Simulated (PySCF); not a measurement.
## Frontier levels across methods

H₆N₂SSi.
Geometry (PBE0-D3(BJ)/def2-SVP, Å), atoms numbered from 1 in this order:
```
atom  x, y, z in Å
N1    -0.7061    1.3948   -0.1814
Si2    0.1309   -0.0371    0.2759
N3    -0.8420   -1.3442   -0.2616
S4     2.0432   -0.4943   -0.6290
H5    -0.4759    2.2703    0.2745
H6    -0.9464    1.5416   -1.1562
H7     0.4099    0.1509    1.7342
H8    -0.4768   -2.2876   -0.3014
H9    -1.8454   -1.3186   -0.1237
H10    2.7600    0.1033    0.3464
```

Basis pcSseg-2 throughout (PySCF), one geometry. Geometry: PBE0-D3(BJ)/def2-SVP, one conformer, isolated molecule.

Q: How do the orbital energies, the gap and the dipole change with the method?

A: 
```
   method                    kind  HOMO (eV)  LUMO (eV)  gap (eV)  μ (D)  SCF cycles
     BLYP                     GGA      -5.70      -0.54      5.16   1.50          15
    B97-D                     GGA      -5.82      -0.45      5.37   1.54          14
     OPBE                     GGA      -5.84      -0.38      5.45   1.58          15
      PBE                     GGA      -5.85      -0.56      5.29   1.53          14
      KT3                     GGA      -5.92      -0.67      5.25   1.50          14
      KT2                     GGA      -5.93      -0.62      5.31   1.49          14
     BP86                     GGA      -5.95      -0.54      5.41   1.53          14
      LDA                     LDA      -5.99      -0.70      5.29   1.55          14
    B97-2           global hybrid      -6.86       0.25      7.12   1.55          13
    B3LYP           global hybrid      -6.87      -0.06      6.81   1.52          12
     PBE0           global hybrid      -7.12       0.24      7.36   1.55          12
 mPW1PW91           global hybrid      -7.14       0.25      7.39   1.55          12
BHandHLYP           global hybrid      -8.23       0.85      9.09   1.55          11
CAM-B3LYP  range-separated hybrid      -8.46       1.00      9.46   1.55          11
  wB97X-D  range-separated hybrid      -8.98       1.96     10.94   1.59          12
  LC-wPBE  range-separated hybrid      -9.87       2.20     12.08   1.61          13
       HF            Hartree–Fock     -10.01       2.61     12.61   1.61          10
```

The HOMO spans 4.31 eV, from BLYP down to HF, and the gap runs from 5.16 eV (BLYP) to 12.61 eV (HF). Over the methods BLYP (0 %), B97-D (0 %), OPBE (0 %), PBE (0 %), KT3 (0 %), KT2 (0 %), BP86 (0 %), LDA (0 %), B97-2 (21 %), B3LYP (20 %), PBE0 (25 %), mPW1PW91 (25 %), BHandHLYP (50 %), HF (100 %), a straight line through the gap against the share of exact exchange rises by 0.74 eV for each 10 % (correlation coefficient 0.998). The dipole ranges from 1.49 D (KT2) to 1.61 D (HF). This basis has no diffuse functions.

The vertical ΔSCF ionisation energy at PBE0/def2-SVPD is 9.18 eV; −ε(HOMO) comes closest to it with wB97X-D (8.98 eV).
